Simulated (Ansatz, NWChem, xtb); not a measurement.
Ligand exchange: GaH(CH3)F + C2H7N → GaH(CH3)(NH2) + C2H5F

Species: GaH(CH3)F, singlet; C2H7N (ethanamine) `CCN`, singlet; GaH(CH3)(NH2), singlet; C2H5F `CCF`, singlet. The partners trade F for NH2: Ga–F and C–NH2 bonds give way to Ga–NH2 and C–F.

Shapes, held fixed at every level: PBE0-D4/def2-TZVP. Flexible molecules stand in one conformer, not always the lowest. Programs: Ansatz 0.2.0, NWChem 7.3.0, xtb 6.7.1. A level may come from different programs for different species; with the same settings they agree closely. Electronic energies: no zero-point or thermal term.

| level | kind | ΔE (kJ/mol) | less CCSD(T)/def2-TZVPP |
| --- | --- | --- | --- |
| GFN0-xTB | semi-empirical | +153.6 | +99.9 |
| HF/def2-TZVPP | Hartree–Fock | +55.9 | +2.2 |
| PBE0/def2-SVP | global hybrid | +57.1 | +3.4 |
| BHLYP-D4/def2-TZVPP | global hybrid | +53.8 | +0.1 |
| wB97M-V/def2-TZVPP | range-separated hybrid | +54.4 | +0.7 |
| wB97X-V/def2-TZVPP | range-separated hybrid | +55.1 | +1.4 |
| MP2/def2-SVP | perturbation theory | +67.1 | +13.4 |
| CCSD(T)/def2-SVP | coupled cluster or CI | +62.4 | +8.7 |
| CCSD(T)/def2-TZVPP | coupled cluster or CI | +53.7 | 0.0 |

The highest level, CCSD(T)/def2-TZVPP, gives ΔE = +53.7 kJ/mol; the levels span +53.7 to +153.6. GFN0-xTB strays far from the other rows. The column of differences is taken from that level and isn't an error. No measured value is set beside it here. Relativity is left out for Ga. Outer-core shells of Ga are correlated, in sets that cover them unevenly.
